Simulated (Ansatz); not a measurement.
Ge(OMe)H3 (CH6GeO), relaxed as a singlet with RKS PBE-D4/def2-TZVP in Ansatz, starting from the GFN2-xTB geometry. Force threshold 0.02 eV/Å.

Start:

```xyz
9

Ge   -0.5152   -1.1571   -0.6143
O     0.2756    0.4025   -0.5873
C     0.5335    1.1808    0.5603
H    -0.3882    1.4416    1.0867
H     1.0204    2.0973    0.2235
H     1.1971    0.6610    1.2563
H     0.2567   -2.1449    0.2188
H    -0.4655   -1.4426   -2.0710
H    -1.9143   -1.0385   -0.0730
```

(1) Estimate the energy that the relaxation releases and the steps that it takes.

(2) Does the start keep its bonding and symmetry?

(3) Predict the relaxed structure.

Results:

(1) 0.15 eV, in 7 steps; 7.5 s on 4 threads of Arm Neoverse V1 on a shared host. No frequencies were taken in this run, so the end may be a saddle point.

(2) By distances, no bond broke or formed. The bond that changes most is Ge1–H8, from 1.49 to 1.54 Å (atoms count from 1). Point group Cs at the start, Cs at the end, both within 0.05 Å.

(3) 
```csv
atom,x (Å),y (Å),z (Å)
Ge1,-0.490,-1.117,-0.630
O2,0.332,0.488,-0.695
C3,0.520,1.156,0.547
H4,-0.439,1.380,1.051
H5,1.029,2.109,0.339
H6,1.150,0.574,1.245
H7,0.345,-2.076,0.262
H8,-0.541,-1.580,-2.099
H9,-1.906,-0.934,-0.020
```
Bond lengths: 1 × Ge–O 1.80 Å; 1 × C–O 1.42 Å; 3 × Ge–H 1.54 to 1.55 Å; 3 × C–H 1.10 to 1.11 Å.
